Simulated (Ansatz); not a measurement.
The cluster Cd5O5. Charge 0, multiplicity 1. Geometry PBE0-D4/def2-SVP, basis def2-TZVP, Ansatz.

```xyz
10

Cd    0.190    0.332   -1.525
Cd   -0.926    2.755    1.340
Cd    2.590   -0.767   -0.579
Cd   -2.658   -0.147   -0.220
Cd   -0.587    3.030   -1.805
O     0.553   -2.279   -0.076
O     0.717    0.636    0.734
O     0.611   -1.448    1.519
O    -0.409   -1.720   -0.715
O    -0.080   -0.393    1.328
```

```json
{"run": "A", "HOMO (eV)": "-5.51", "LUMO (eV)": "-3.65"}
{"run": "B", "HOMO (eV)": "-5.88", "LUMO (eV)": "-3.34"}
{"run": "C", "HOMO (eV)": "-5.08", "LUMO (eV)": "-3.80"}
{"run": "D", "HOMO (eV)": "-5.27", "LUMO (eV)": "-3.84"}
```

In the def2 sets Cd takes a core potential; there is no spin–orbit coupling. HSE06 is defined as in plane-wave codes, on full-range PBE exchange. The structure holds 3 bonds between oxygen atoms, so isomers without such links may lie far lower. Another isomer (singlet) lies 3.22 eV lower at PBE0-D4/def2-TZVP; other spin states weren't run for this one.

The runs used HSE06, PBE, PBE0, r2SCAN. Estimate which is which.

A HSE06 (range-separated); B PBE0 (25 % exact exchange); C PBE (0 % exact exchange); D r2SCAN (0 % exact exchange). Exact exchange lowers occupied and raises empty levels; among semilocal functionals meta-GGAs tend to open the gap a little, and such runs are hard to tell apart. The gap grows from 1.28 eV (PBE) to 2.54 eV (PBE0). The restricted singlet is unstable towards broken spin symmetry in Hartree–Fock (as tested in another run); at HSE06-D4/def2-TZVP, PBE0-D4/def2-TZVP, PBE-D4/def2-TZVP, r2SCAN-D4/def2-TZVP this wasn't settled.
